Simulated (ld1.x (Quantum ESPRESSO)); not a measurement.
## chromium: TM semilocal pseudisation with BLYP, scalar-relativistic reference atom.

ld1.x (Quantum ESPRESSO) 7.5 was run on this input:

```
&input
   title='Cr', zed=24., rel=1, dft='BLYP', iswitch=3,
   config='[Ar] 3d5 4s0.5 4p0.5',
   nld=3, rlderiv=3.55, eminld=-2.0, emaxld=5.0, deld=0.02
 /
 &inputp
   pseudotype=1, tm=.true., lloc=2,
   nlcc=.false.,
   file_pseudopw='Cr.pp', file_wfcaegen='ae.wfc', file_wfcncgen='nc.wfc'
 /
3
4S  1  0   0.50   0.00  2.40  2.40  0.0
4P  2  1   0.50   0.00  3.25  3.25  0.0
3D  3  2   5.00   0.00  1.20  1.20  0.0
 &test
   configts(1)='3d5 4s0.5 4p0.5'
 /
```

Command:

```bash
ld1.x < Cr.in > Cr.out
```

The program printed (shortened: banner, matrices, multipoles, cross overlaps and the repeated all-electron block are left out):

```
Program LD1 v.7.5
     --------------------------- All-electron run ----------------------------

     Cr
     scalar relativistic calculation

     atomic number is 24.00
     dft =BLYP   lsd =0 sic =0 latt =0  beta=0.20 tr2=1.0E-14
     Exchange-correlation= BLYP
                           (   1   3   1   3   0   0   0)
     mesh =1183 r(mesh) =  99.18097 a.u. xmin = -7.00 dx = 0.01250
     1 Ry =  13.60569312 eV, c = 137.03599908

     n l     nl                  e(Ry)          e(Ha)          e(eV)
     1 0     1S 1( 2.00)      -432.4554      -216.2277     -5883.8558
     2 0     2S 1( 2.00)       -49.0874       -24.5437      -667.8682
     2 1     2P 1( 6.00)       -41.2797       -20.6398      -561.6385
     3 0     3S 1( 2.00)        -5.4749        -2.7375       -74.4899
     3 1     3P 1( 6.00)        -3.3824        -1.6912       -46.0204
     3 2     3D 1( 5.00)        -0.2620        -0.1310        -3.5642
     4 0     4S 1( 0.50)        -0.3308        -0.1654        -4.5005
     4 1     4P 1( 0.50)        -0.0982        -0.0491        -1.3362

     final scf error:  8.5E-15 reached in  27 iterations

     Etot =   -2101.536964 Ry,   -1050.768482 Ha,  -28592.867015 eV

     Ekin =    2122.931793 Ry,    1061.465896 Ha,   28883.958491 eV
     Encl =   -5013.259117 Ry,   -2506.629558 Ha,  -68208.865088 eV
     Eh   =     886.567229 Ry,     443.283615 Ha,   12062.361651 eV
     Exc  =     -97.776869 Ry,     -48.888434 Ha,   -1330.322069 eV

     normalization and overlap integrals

     s(1S/1S) =  1.000000  <r> =   0.0636  <r2> =    0.0054  r(max) =   0.0417
     s(2S/2S) =  1.000000  <r> =   0.2932  <r2> =    0.1016  r(max) =   0.2428
     s(2P/2P) =  1.000000  <r> =   0.2599  <r2> =    0.0831  r(max) =   0.1988
     s(3S/3S) =  1.000000  <r> =   0.9021  <r2> =    0.9409  r(max) =   0.7764
     s(3P/3P) =  1.000000  <r> =   0.9663  <r2> =    1.1049  r(max) =   0.7961
     s(3D/3D) =  1.000000  <r> =   1.4948  <r2> =    3.1931  r(max) =   0.8369
     s(4S/4S) =  1.000000  <r> =   3.3631  <r2> =   13.1999  r(max) =   2.7100
     s(4P/4P) =  1.000000  <r> =   5.1023  <r2> =   31.4068  r(max) =   3.8457

     ------------------------ End of All-electron run ------------------------

     --------------------- Generating NC pseudopotential ---------------------

      Generating local pot.: lloc=2, matching radius rcloc =   1.2000

      Wfc   4S  rcut= 2.392  Using Troullier-Martins method

      Wfc   4P  rcut= 3.228  Using Troullier-Martins method

     ------------------- End of pseudopotential generation -------------------

     Computing logarithmic derivative in   3.54563
     Message from routine run_pseudo:
     Warning: convergence not achieved
     Computing logarithmic derivative in   3.54563
     Computing the partial wave expansion
     R is outside the sphere for l=    0 j= 0.00
     R is outside the sphere for l=    1 j= 0.00
       no projector for channel:   2

     ---------------------- Testing the pseudopotential ----------------------

     Cr
     scalar relativistic calculation

     atomic number is 24.00   valence charge is  6.00
     dft =BLYP   lsd =0 sic =0 latt =0  beta=0.20 tr2=1.0E-14
     mesh =1183 r(mesh) =  99.18097 xmin = -7.00 dx = 0.01250

     n l     nl             e AE (Ry)        e PS (Ry)    De AE-PS (Ry)
     3 2     3D   1( 5.00)       -0.26196       -0.26195       -0.00001
     1 0     4S   1( 0.50)       -0.33078       -0.33078        0.00000
     2 1     4P   1( 0.50)       -0.09821       -0.09821        0.00000

     eps = 1.0E-10  iter =201

     Etot =   -2101.536964 Ry,   -1050.768482 Ha,  -28592.867015 eV
     Etotps =   -19.253791 Ry,      -9.626896 Ha,    -261.961178 eV

     Ekin =      43.151999 Ry,      21.575999 Ha,     587.112856 eV
     Encl =     -76.863100 Ry,     -38.431550 Ha,   -1045.775744 eV
     Ehrt =      19.095470 Ry,       9.547735 Ha,     259.807104 eV
     Ecxc =      -4.800667 Ry,      -2.400333 Ha,     -65.316398 eV
     Epseu=       0.162506 Ry,       0.081253 Ha,       2.211005 eV

     ---------------------- End of pseudopotential test ----------------------
```

Generation and configuration tests took about 2.5 s on one core of a shared server CPU.
